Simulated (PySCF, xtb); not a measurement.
C₂H₆O₂Te, SMILES CO[Te]OC.

Geometry optimised at PBE0-D3(BJ)/def2-SVP. The def2 effective core potentials stand for the cores of Te; spin–orbit coupling is left out. One conformer was computed; it need not be the lowest.

Method: C-PCM-PBE0/def2-SVP (PySCF).

The values are the electrostatic part of the solvation free energy, E(continuum) − E(gas) at the gas-phase geometry, in a cavity of scaled van der Waals radii (PySCF's table); cavitation and dispersion terms are not included. In vacuum the orbital gap is 4.54 eV. The dipole moment in vacuum is 0.33 D.

```
solvent         ε  ΔG(elec) (kcal/mol)  dipole (D)  gap (eV)
----------  -----  -------------------  ----------  --------
water       78.36                 -4.6        0.56      4.66
toluene      2.37                  ___         ___       ___
chloroform   4.71                 -3.6        0.50      4.64
```

Q: What belongs in the gaps? (An estimate is asked for; the answer gives what the named calculation found.)

A: 
- toluene, ΔG(elec) (kcal/mol): -2.6
- toluene, dipole (D): 0.45
- toluene, gap (eV): 4.61

For comparison, GFN2-xTB/ALPB(water) (xtb, at the GFN2-xTB geometry, all terms of that model) gives -3.7 kcal/mol.
